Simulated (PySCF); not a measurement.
Can point charges reproduce the dipole moment of `C[Si](F)([SiH3])[SiH3]`?

Coordinates (GFN2-xTB, Å) and charges (e) from the PBE0/pcSseg-1 density (PySCF):

```json
{"atom": "C1", "x": "-0.869", "y": "-1.525", "z": "-0.740", "Mulliken": "-0.6345", "IAO": "-0.7174", "Hirshfeld": "-0.2166", "ESP-fitted": "-0.5800"}
{"atom": "Si2", "x": "-0.158", "y": "-0.147", "z": "0.373", "Mulliken": "+0.6087", "IAO": "+0.8151", "Hirshfeld": "+0.3042", "ESP-fitted": "+0.5397"}
{"atom": "F3", "x": "-0.690", "y": "-0.591", "z": "1.861", "Mulliken": "-0.4343", "IAO": "-0.5467", "Hirshfeld": "-0.2202", "ESP-fitted": "-0.3203"}
{"atom": "Si4", "x": "-1.210", "y": "1.879", "z": "-0.064", "Mulliken": "+0.1761", "IAO": "+0.2622", "Hirshfeld": "+0.2127", "ESP-fitted": "+0.1290"}
{"atom": "Si5", "x": "2.157", "y": "-0.308", "z": "0.492", "Mulliken": "+0.1758", "IAO": "+0.2620", "Hirshfeld": "+0.2124", "ESP-fitted": "+0.1131"}
{"atom": "H6", "x": "-0.500", "y": "-2.505", "z": "-0.446", "Mulliken": "+0.1513", "IAO": "+0.1621", "Hirshfeld": "+0.0465", "ESP-fitted": "+0.1566"}
{"atom": "H7", "x": "-0.596", "y": "-1.371", "z": "-1.780", "Mulliken": "+0.1402", "IAO": "+0.1568", "Hirshfeld": "+0.0417", "ESP-fitted": "+0.1356"}
{"atom": "H8", "x": "-1.954", "y": "-1.560", "z": "-0.686", "Mulliken": "+0.1512", "IAO": "+0.1620", "Hirshfeld": "+0.0464", "ESP-fitted": "+0.1550"}
{"atom": "H9", "x": "-0.813", "y": "2.914", "z": "0.895", "Mulliken": "-0.0518", "IAO": "-0.0917", "Hirshfeld": "-0.0713", "ESP-fitted": "-0.0624"}
{"atom": "H10", "x": "-0.825", "y": "2.363", "z": "-1.395", "Mulliken": "-0.0679", "IAO": "-0.1012", "Hirshfeld": "-0.0774", "ESP-fitted": "-0.0747"}
{"atom": "H11", "x": "-2.676", "y": "1.831", "z": "-0.046", "Mulliken": "-0.0475", "IAO": "-0.0850", "Hirshfeld": "-0.0649", "ESP-fitted": "-0.0329"}
{"atom": "H12", "x": "2.718", "y": "0.621", "z": "1.478", "Mulliken": "-0.0519", "IAO": "-0.0918", "Hirshfeld": "-0.0714", "ESP-fitted": "-0.0585"}
{"atom": "H13", "x": "2.664", "y": "-1.640", "z": "0.839", "Mulliken": "-0.0475", "IAO": "-0.0850", "Hirshfeld": "-0.0649", "ESP-fitted": "-0.0289"}
{"atom": "H14", "x": "2.753", "y": "0.040", "z": "-0.802", "Mulliken": "-0.0679", "IAO": "-0.1013", "Hirshfeld": "-0.0775", "ESP-fitted": "-0.0713"}
```

Question: Form Σ q r in debye for every column and set it beside the full dipole.

Answer: The full density gives (0.18, -0.11, -1.60) D, 1.61 D in size; dipole vectors point from the negative to the positive end.

| scheme | μx | μy | μz | size (D) | share of the full size (%) | angle to the full dipole (°) |
| --- | --- | --- | --- | --- | --- | --- |
| Mulliken | 1.14 | 1.20 | -2.25 | 2.79 | 174 | 35 |
| IAO | 1.24 | 1.21 | -2.86 | 3.35 | 208 | 30 |
| Hirshfeld | 0.33 | 0.26 | -1.07 | 1.15 | 71 | 20 |
| ESP-fitted | 0.16 | -0.13 | -1.63 | 1.64 | 102 | 1 |

Question: Which set comes closest?

Answer: Length of the difference vector: ESP-fitted 0.04 D, Hirshfeld 0.66 D, Mulliken 1.75 D, IAO 2.12 D. Closest: ESP-fitted. 

Question: What is left for the Hirshfeld atoms' own dipoles?

Answer: The shares of the density sum to the whole, so what Σ q r misses lies in dipoles about the nuclei. The atomic dipoles sum to (0.18, -0.11, -1.60) − (0.33, 0.26, -1.07) = (-0.15, -0.37, -0.53) D, 0.66 D in size.

Question: With the origin at the mean of the coordinates, (0.000, 0.000, -0.002) Å, which are the largest single terms, by size, of the IAO dipole along the direction of the full one?

Answer: F3 +4.95, C1 -2.55, Si2 -1.49, H7 +1.35, H10 -0.55 D; all 14 atoms together +2.89 D. The single terms depend on the origin, their sum doesn't.

Question: Give the size of the full dipole in other units.

Answer: 1.61 D = 0.633 au = 0.335 e·Å = 5.37 × 10⁻³⁰ C·m.

Isolated species at its GFN2-xTB geometry, gas phase.
